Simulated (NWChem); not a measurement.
Everything below was run with NWChem. System: Br2Si, charge 0, spin multiplicity 1, at a geometry optimised with B3LYP/def2-SVP. The structure started from a generated list of species. Level: MP2/def2-TZVP, 23 core orbitals frozen.

Job file:

```
start mol
memory heap 200 mb stack 900 mb global 1100 mb
geometry units angstroms nocenter noautoz
  Si     0.000000     0.000000    -1.181429
  Br    -1.781688     0.000000     0.236286
  Br     1.781688     0.000000     0.236286
  symmetry group C2v
end
basis spherical
  * library def2-tzvp
end
scf
  rhf
  nopen 0
  maxiter 100
  thresh 1e-7
  semidirect memsize 60000000 filesize 0
end
mp2
  freeze core 23
end
task mp2 energy
```

Output (cleaned and shortened):

```
             Northwest Computational Chemistry Package (NWChem) 7.3.0
             --------------------------------------------------------

                                NWChem Input Module
                                -------------------

 Scaling coordinates for geometry "geometry" by  1.889725989
 (inverse scale =  0.529177249)

 Turning off AUTOSYM since
 SYMMETRY directive was detected!

                             Geometry "geometry" -> ""
                             -------------------------

 Output coordinates in angstroms (scale by  1.889725989 to convert to a.u.)

  No.       Tag          Charge          X              Y              Z
 ---- ---------------- ---------- -------------- -------------- --------------
    1 Si                  14.0000     0.00000000     0.00000000    -1.18142900
    2 Br                  35.0000    -1.78168800     0.00000000     0.23628600
    3 Br                  35.0000     1.78168800     0.00000000     0.23628600

 Effective nuclear repulsion energy (a.u.)     409.6798336146

            Nuclear Dipole moment (a.u.)
            ----------------------------
        X                 Y               Z
 ---------------- ---------------- ----------------
     0.0000000000     0.0000000000     0.0000264562

      Symmetry information
      --------------------

 Group name             C2v
 Group number             16
 Group order               4
 No. of unique centers     2

      Symmetry unique atoms

     1    2


 Summary of "ao basis" -> "" (spherical)
 ------------------------------------------------------------------------------
       Tag                 Description            Shells   Functions and Types
 ---------------- ------------------------------  ------  ---------------------
 *                         def2-tzvp                  on all atoms

 Summary of "ao basis" -> "ao basis" (spherical)
 ------------------------------------------------------------------------------
       Tag                 Description            Shells   Functions and Types
 ---------------- ------------------------------  ------  ---------------------
 Si                        def2-tzvp                13       37   5s5p2d1f
 Br                        def2-tzvp                16       48   6s5p4d1f

                                 NWChem SCF Module
                                 -----------------

  ao basis        = "ao basis"
  functions       =   133
  atoms           =     3
  closed shells   =    42
  open shells     =     0
  charge          =   0.00
  wavefunction    = RHF
  use symmetry    = T
  symmetry adapt  = T

 Summary of "ao basis" -> "ao basis" (spherical)
 ------------------------------------------------------------------------------
       Tag                 Description            Shells   Functions and Types
 ---------------- ------------------------------  ------  ---------------------
 Si                        def2-tzvp                13       37   5s5p2d1f
 Br                        def2-tzvp                16       48   6s5p4d1f

      Symmetry analysis of basis
      --------------------------

        a1         48
        a2         19
        b1         41
        b2         25

 Forming initial guess at       0.1s

      Superposition of Atomic Density Guess
      -------------------------------------

 Sum of atomic energies:       -5433.63341064

      Non-variational initial energy
      ------------------------------

 Total energy =   -5433.961758
 1-e energy   =   -8383.045882
[...]
   Bfn.  Coefficient  Atom+Function         Bfn.  Coefficient  Atom+Function
  ----- ------------  ---------------      ----- ------------  ---------------
    19      0.690341  1 Si py                16      0.391522  1 Si py
    57     -0.244059  2 Br py               105     -0.244059  3 Br py

 Vector   44  Occ=0.000000D+00  E= 9.833600D-02  Symmetry=b1
              MO Center= -4.9D-14, -1.2D-15, -1.1D+00, r^2= 5.8D+00
   Bfn.  Coefficient  Atom+Function         Bfn.  Coefficient  Atom+Function
  ----- ------------  ---------------      ----- ------------  ---------------
    18      1.202886  1 Si px                43      0.596211  2 Br s
    91     -0.596211  3 Br s                 58     -0.390858  2 Br pz
   106      0.390858  3 Br pz                15      0.287622  1 Si px
    56      0.200976  2 Br px               104      0.200976  3 Br px

 Vector   45  Occ=0.000000D+00  E= 9.916157D-02  Symmetry=a1
              MO Center= -9.8D-16,  1.6D-15, -7.9D-01, r^2= 6.2D+00
   Bfn.  Coefficient  Atom+Function         Bfn.  Coefficient  Atom+Function
  ----- ------------  ---------------      ----- ------------  ---------------
    20      1.009752  1 Si pz                 5      0.692433  1 Si s
    43     -0.520610  2 Br s                 91     -0.520610  3 Br s
    56     -0.498846  2 Br px               104      0.498846  3 Br px
     4      0.343716  1 Si s                 17      0.235400  1 Si pz
     3     -0.184978  1 Si s

 center of mass
 --------------
 x =   0.00000000 y =   0.00000000 z =   0.04742724

 moments of inertia (a.u.)
 ------------------
         170.892694248178           0.000000000000           0.000000000000
           0.000000000000        1982.764355885990           0.000000000000
           0.000000000000           0.000000000000        1811.871661637812

  Mulliken analysis of the total density
  --------------------------------------

    Atom       Charge   Shell Charges
 -----------   ------   -------------------------------------------------------
    1 Si  14    13.45   2.00  0.59  1.37  1.17  0.63  4.10  1.74  0.37  0.89  0.26  0.08  0.19  0.04
    2 Br  35    35.28   2.00  2.00  1.16  0.78  0.99  1.00  6.00  5.94  1.24  2.85  1.27  8.98  1.02 -0.01  0.04  0.00
    3 Br  35    35.28   2.00  2.00  1.16  0.78  0.99  1.00  6.00  5.94  1.24  2.85  1.27  8.98  1.02 -0.01  0.04  0.00

       Multipole analysis of the density wrt the origin
       ------------------------------------------------

     L   x y z        total         open         nuclear
     -   - - -        -----         ----         -------
     0   0 0 0     -0.000000      0.000000     84.000000

     1   1 0 0     -0.000000      0.000000      0.000000
     1   0 1 0     -0.000000      0.000000      0.000000
     1   0 0 1     -0.502014      0.000000      0.000026

     2   2 0 0    -39.581803      0.000000    793.522091
     2   1 1 0     -0.000000      0.000000      0.000000
     2   1 0 1      0.000000      0.000000      0.000000
     2   0 2 0    -35.837091      0.000000      0.000000
     2   0 1 1      0.000000      0.000000      0.000000
     2   0 0 2    -37.202175      0.000000     83.737951

                   NWChem MP2 Semi-direct Energy/Gradient Module
                   ---------------------------------------------

  Basis functions       =    133
  Molecular orbitals    =    133
  Frozen core           =     23
  Frozen virtuals       =      0
  Active alpha occupied =     19
  Active beta occupied  =     19
  Active alpha virtual  =     91
  Active beta virtual   =     91
  Use MO symmetry       = T
  Use skeleton AO sym   = T

  AO/Fock/Back tols     =   1.0D-09  1.0D-09  1.0D-09

 GA uses MA = F    GA memory limited = T

 Available:
  local mem=  1.26D+08
 global mem=  1.44D+08
 local disk=  0.00D+00
  mp2_memr nvloc                    91
  nvloc new                    91
   1 passes of  19:        5242880                     122500                  48693355.
   1 passes of  19: M    126143020           G      144143822           F     120900140.

 Semi-direct pass number   1 of   1  for RHF alpha+beta  at        4.5s
  vrange nnbf                  8278
  mp2_eaftype                   185  avail_ma_in_mb                  1099
 EAF : mp2_eaftype filesize         185   24346678.
  mp2_eaf for mointskh                    185
Node 0 wrote    114.5 Mb in      0.1 s     Agg I/O rate:  2201.8 Mb/s
 Done moints_semi at       16.2s
  mp2_eaftype                   185  avail_ma_in_mb                   914
 EAF : mp2_eaftype filesize         185   24346678.
  mp2_eaf for kh                   185
 Done maket at       16.6s
 Done multipass loop at       16.6s

          -------------------------------------------
          SCF energy               -5433.837301279634
          Correlation energy          -0.641725467395
          Singlet pairs               -0.354846890632
          Triplet pairs               -0.286878576763
          Total MP2 energy         -5434.479026747028
          -------------------------------------------

          ---------------------------------------------------
                    Spin Component Scaled (SCS) MP2
          Same spin pairs                     -0.191252384508
          Same spin scaling factor             0.333333333333
          Opposite spin pairs                 -0.450473082886
          Opposite spin scaling fact.          1.200000000000
          SCS-MP2 correlation energy          -0.604318494300
          Total SCS-MP2 energy             -5434.441619773933
          ---------------------------------------------------

 -----------------------
 Performance information
 -----------------------

 Timer overhead =  1.68D-07 seconds/call

               Nr. of calls         CPU time (s)                 Wall time (s)                GFlops
             ---------------    -------------------     ------------------------------   -------------------
Name         Min   Avg   Max    Min     Avg     Max     Min     Avg     Max   Mx/calls   Min     Max     Sum
mp2: moin     1     1     1    12.     12.     12.      12.     12.     12.     12.      0.0     0.0     0.0
mp2: make     1     1     1   0.39    0.39    0.39     0.39    0.39    0.39    0.39      0.0     0.0     0.0
mp2: tota     1     1     1    12.     12.     12.      12.     12.     12.     12.      0.0     0.0     0.0

 The average no. of pstat calls per process was 3.00D+00
 with a timing overhead of 5.04D-07s

 Task  times  cpu:       16.5s     wall:       16.5s

 Total times  cpu:       16.6s     wall:       16.6s
```
